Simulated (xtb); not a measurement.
Species: CClF3, SMILES `FC(F)(F)Cl` (charge 0, multiplicity 1).

Give a relaxed geometry from GFN2-xTB run with xtb.

the end point of this relaxation (outside a Z-matrix the atoms follow the SMILES, hydrogens last).
Cartesian coordinates (Å) in one orientation:
```xyz
5

F     -0.534    -0.726    -1.006
C     -0.074     0.004    -0.004
F     -0.459     1.255    -0.193
F     -0.627    -0.434     1.115
Cl     1.695    -0.100     0.088
```
